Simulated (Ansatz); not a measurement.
# Group exchange: CH6GeS + GeH(OH)3 → GeH3(SH) + CH6GeO3

Species: CH6GeS `C[S][GeH3]`, singlet; GeH(OH)3, singlet; GeH3(SH), singlet; CH6GeO3 `C[O][GeH]([OH])[OH]`, singlet. The partners trade CH3 for H: S–CH3 and O–H bonds give way to S–H and O–CH3.

Shapes, held fixed at every level: PBE0-D4/def2-TZVP. Flexible molecules stand in one conformer, not always the lowest. Programs: Ansatz 0.2.0. The zero-point and thermal change to 298 K, harmonic and unscaled (PBE0-D4/def2-TZVP), is -3.4 kJ/mol.

```json
{"level": "SPW92/def2-TZVPP", "kind": "LDA", "ΔH(298 K) (kJ/mol)": "+39.4", "less CCSD(T)/def2-TZVPP": "+2.5", "CPU time (sum over the molecules)": "12 s"}
{"level": "PBE-D4/def2-TZVPP", "kind": "GGA", "ΔH(298 K) (kJ/mol)": "+41.3", "less CCSD(T)/def2-TZVPP": "+4.4", "CPU time (sum over the molecules)": "23 s"}
{"level": "r2SCAN-D4/def2-TZVPP", "kind": "meta-GGA", "ΔH(298 K) (kJ/mol)": "+39.8", "less CCSD(T)/def2-TZVPP": "+2.9", "CPU time (sum over the molecules)": "42 s"}
{"level": "PBE0-D4/def2-TZVPP", "kind": "global hybrid", "ΔH(298 K) (kJ/mol)": "+41.1", "less CCSD(T)/def2-TZVPP": "+4.2", "CPU time (sum over the molecules)": "27 s"}
{"level": "wB97M-V/def2-TZVPP", "kind": "range-separated hybrid", "ΔH(298 K) (kJ/mol)": "+38.9", "less CCSD(T)/def2-TZVPP": "+2.0", "CPU time (sum over the molecules)": "1.7 min"}
{"level": "MP2/def2-TZVPP", "kind": "perturbation theory", "ΔH(298 K) (kJ/mol)": "+44.2", "less CCSD(T)/def2-TZVPP": "+7.3", "CPU time (sum over the molecules)": "–"}
{"level": "CCSD/def2-SVP", "kind": "coupled cluster or CI", "ΔH(298 K) (kJ/mol)": "+18.3", "less CCSD(T)/def2-TZVPP": "-18.6", "CPU time (sum over the molecules)": "–"}
{"level": "CCSD(T)/def2-TZVPP", "kind": "coupled cluster or CI", "ΔH(298 K) (kJ/mol)": "+36.9", "less CCSD(T)/def2-TZVPP": "0.0", "CPU time (sum over the molecules)": "29 min"}
```

The highest level, CCSD(T)/def2-TZVPP, gives ΔH(298 K) = +36.9 kJ/mol; the levels span +18.3 to +44.2. The column of differences is taken from that level and isn't an error. No measured value is set beside it here. Relativity is left out for Ge. Outer-core shells of Ge are correlated in most correlated rows, in sets that cover them unevenly. Times are processor times on shared x86 and Arm servers, and rough.
